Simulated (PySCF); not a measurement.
HCu, triplet, geometry from GFN2-xTB (such geometries of metal compounds can be far from the true shape) (the multiplicity is a formal guess); M06L/def2-SV(P) (PySCF).

PySCF was given this input:
```python
from pyscf import gto, scf, dft

mol = gto.M(
    atom='''
Cu   -0.000000   -0.000000   -0.052231
H     0.000000    0.000000    1.514692
''',
    basis='def2-sv(p)',
    charge=0,
    spin=2,
    verbose=3,
)

mf = dft.UKS(mol)
mf.xc = 'm06l'
mf.grids.prune = dft.gen_grid.sg1_prune
mf.kernel()
mf.analyze()
```

The log (banner, timings and long lists left out):

```
Traceback (most recent call last):
  File "input.py", line 17, in <module>
  File "<string>", line 2, in kernel
  File "site-packages/pyscf/scf/hf.py", line 2099, in scf
  File "site-packages/pyscf/scf/hf.py", line 132, in kernel
  File "site-packages/pyscf/dft/uks.py", line 42, in get_veff
  File "site-packages/pyscf/dft/uks.py", line 192, in initialize_grids
  File "site-packages/pyscf/dft/rks.py", line 506, in initialize_grids
  File "site-packages/pyscf/dft/gen_grid.py", line 653, in build
  File "<string>", line 6, in gen_atomic_grids
  File "site-packages/pyscf/dft/gen_grid.py", line 318, in gen_atomic_grids
  File "site-packages/pyscf/dft/gen_grid.py", line 81, in sg1_prune
IndexError: index 29 is out of bounds for axis 0 with size 19
```

The program stopped with an error.
